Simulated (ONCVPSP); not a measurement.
# Pseudopotential generation for aluminium (Al): ONCV, BLYP, scalar-relativistic.

- Element: Al
- Generator: ONCVPSP 4.0.1
- Type: optimised norm-conserving Vanderbilt (ONCV)
- Functional: BLYP
- Relativity: scalar-relativistic
- Frozen core: [Ne]
- Valence charge: 3
- Reference configuration: 3s1.5 3p1.5
- Partial waves: 3s: rc 2.20 bohr, ncon 5, nbas 9, qcut 2.6 1/bohr, 2 projectors, debl 2.7 Ha; 3p: rc 2.85 bohr, ncon 4, nbas 8, qcut 3 1/bohr, 1 projector; d scattering state at 0.31 Ha: rc 2.95 bohr, ncon 5, nbas 9, qcut 3 1/bohr, 1 projector
- Local potential: polynomial inside 1.40 bohr (lpopt 4, dvloc0 3 Ha)
- Core correction: Teter function, fcfact 5.5, rcfact 1.65

- Cutoffs needed: 17 Ha and 41 Ha (the cutoffs (Ha) at which the residual kinetic energy of the hardest occupied pseudo-wave falls to 1 and 0.1 mHa per electron)
- Ghost test: no bound ghost flagged; no localised positive-energy state flagged
- Largest excitation error: -118 meV (all-electron minus pseudo) for 3s1 3p0, out of 4 test configurations
- rms error of d²Exc/dni dnj: 4.22 mHa without and 2.05 mHa with the model core
